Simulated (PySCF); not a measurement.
Al(Me)(H) (CH4Al), SMILES [CH3][AlH+], charge +1. Coordinates come from a PBE0-D3(BJ)/def2-TZVP optimisation. The spin state was assumed, not searched. The isomer is the one that the SMILES or the coordinates give; other isomers of the formula were not compared.

Level of theory: PySCF with PBE0-D3(BJ)/def2-TZVP.

Harmonic wavenumbers (cm⁻¹): 365, 365, 683, 714, 714, 1223, 1406, 1406, 2048, 3039, 3134, 3134. Rotational constants (GHz): 158.2, 11.33, 11.33; symmetry number 3.

**Question.** Work out the zero-point energy and the ideal-gas rigid-rotor harmonic-oscillator thermochemistry at 298.15 K and 1 atm.

**Answer.** ZPE = ½ Σ hcν = ½ × 18229 cm⁻¹ = 109.03 kJ/mol. H − E(el) = 121.72 kJ/mol. Entropy in J/(mol K): translation 155.66, rotation 75.80, vibration 13.32, total 244.78. G − E(el) = 48.74 kJ/mol. Cp = 58.22 J/(mol K).
